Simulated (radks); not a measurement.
Effect of the nuclear size on neutral iodine, [Kr] 4d10 5s2 5p5. Method: Dirac Kohn-Sham, PBE, spin-unpolarised, spherical densities, finite nucleus; open shells are shared between the two j in proportion to 2j + 1; Fermi nuclear charge, rms radius 4.75 fm; computed with a radial shooting solver on a logarithmic mesh with Libxc functionals. The rms radius is varied about that value; shifts are against it.

rms radius (fm) = 4.0137: total energy shift (eV) -1.70; density at nucleus (e/bohr^3) 2.564e+05; 1s1/2 shift (meV) -710; 2s1/2 shift (meV) -83.3; 4s1/2 shift (meV) -3.39; 4p1/2 shift (meV) 0.248; 5s1/2 shift (meV) -0.423
rms radius (fm) = 4.4792: total energy shift (eV) -0.652; density at nucleus (e/bohr^3) 2.516e+05; 1s1/2 shift (meV) -273; 2s1/2 shift (meV) -32.0; 4s1/2 shift (meV) -1.30; 4p1/2 shift (meV) 0.095; 5s1/2 shift (meV) -0.162
rms radius (fm) = 4.75: total energy shift (eV) 0; density at nucleus (e/bohr^3) 2.49e+05; 1s1/2 shift (meV) 0.000; 2s1/2 shift (meV) 0.000; 4s1/2 shift (meV) 0.000; 4p1/2 shift (meV) 0.000; 5s1/2 shift (meV) 0.000
rms radius (fm) = 5.0017: total energy shift (eV) 0.635; density at nucleus (e/bohr^3) 2.468e+05; 1s1/2 shift (meV) 265; 2s1/2 shift (meV) 31.1; 4s1/2 shift (meV) 1.27; 4p1/2 shift (meV) -0.093; 5s1/2 shift (meV) 0.158
rms radius (fm) = 5.4482: total energy shift (eV) 1.83; density at nucleus (e/bohr^3) 2.432e+05; 1s1/2 shift (meV) 764; 2s1/2 shift (meV) 89.6; 4s1/2 shift (meV) 3.65; 4p1/2 shift (meV) -0.267; 5s1/2 shift (meV) 0.455

Slopes of the eigenvalues against <r^2> in GHz/fm^2, as finite differences over the two radii next to the reference (eigenvalue slopes, not the field-shift constants of lines): 1s1/2 26300, 2s1/2 3080, 4s1/2 125, 4p1/2 -9.18, 5s1/2 15.7.
